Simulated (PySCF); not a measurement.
**Peak assignment**

Cartesian coordinates in Å; atom numbers follow the order of the lines, from 1:
```xyz
20

C     3.0939    0.4832    0.0510
O     2.3049   -0.6007   -0.3700
C     0.9652   -0.5438   -0.1183
C     0.2924    0.4177    0.5052
C    -1.1972    0.2808    0.6584
C    -1.9198    1.3571   -0.0576
N    -2.9327    1.9074    0.4448
Si   -1.5896   -1.4417   -0.1107
C     0.2186   -1.7459   -0.6285
H     4.1138    0.2484   -0.2486
H     2.7782    1.4151   -0.4292
H     3.0524    0.6093    1.1377
H     0.7510    1.3091    0.9032
H    -1.4909    0.3270    1.7101
H    -1.5011    1.6033   -1.0466
H    -3.3769    2.6200   -0.1304
H    -2.4986   -1.3742   -1.2573
H    -2.0805   -2.3876    0.8925
H     0.6546   -2.6489   -0.2017
H     0.3571   -1.8251   -1.7071
```

A single conformation, no solvent, averaged over atoms made equivalent by symmetry, fast rotation or ring inversion, non-relativistic. GFN2-xTB structure; shielding tensors at PBE0/pcSseg-1 (GIAO); PySCF.

Referencing at the same level of theory: TMS for 13C (σ = 186.93 ppm), 1H (σ = 31.72 ppm).

(1) Assign these signals to the numbered atoms. 13C{1H} NMR (computed): δ 181.1, 171.4, 99.8, 57.0, 43.5, 18.7.

(2) Assign these signals to the numbered atoms. 1H NMR (300 MHz, computed): δ 10.36 (br s, 1H), 8.17 (d, 1H), 4.51 (d, 1H), 4.49 (m, 1H), 4.23 (m, 1H), 3.77 (s, 3H), 3.47 (m, 1H), 1.94 (m, 1H), 1.87 (m, 1H).

Results:

(1) 
181.1 → C6, carbon bonded to C, N, H
171.4 → C3, carbon bonded to 2 C, O
99.8 → C4, carbon bonded to 2 C, H
57.0 → C1, carbon bonded to O, 3 H
43.5 → C5, carbon bonded to 2 C, Si, H
18.7 → C9, carbon bonded to C, Si, 2 H

(2) 
| δ (ppm) | atoms | environment | reason |
| --- | --- | --- | --- |
| 10.36 | H16 | hydrogen on a nitrogen bonded to C | – |
| 8.17 | H15 | hydrogen on a carbon bonded to C, N | – |
| 4.51 | H13 | hydrogen on a carbon bonded to 2 C | – |
| 4.49 | H18 | hydrogen on a silicon bonded to 2 C | – |
| 4.23 | H17 | hydrogen on a silicon bonded to 2 C | – |
| 3.77 | H10/H11/H12 | hydrogen on a carbon bonded to O | – |
| 3.47 | H14 | hydrogen on a carbon bonded to 2 C, Si | – |
| 1.94 | H20 | hydrogen on a carbon bonded to C, Si | – |
| 1.87 | H19 | hydrogen on a carbon bonded to C, Si | – |

H13 and H18; H20 and H19 lie closer than the usual error of such a calculation, so a measured spectrum could show them in the other order.

OH/NH shifts are gas-phase values; hydrogen bonding in solution moves them, usually downfield. Shifts are as computed. Against solution values, carbons near 30 ppm lie about +3 ppm off and those near 130 ppm about +5 ppm. Of 1309 compounds with measured shifts, 239 miss one by over three times the rms of a fit or turn the order of signals round; such compounds aren't used in these exercises. No couplings were computed; multiplicities are counted from neighbouring protons, with m where these are inequivalent, close in shift, in a saturated or five-membered ring or joined by F or P, and br s for small geminal =CH2 splittings.
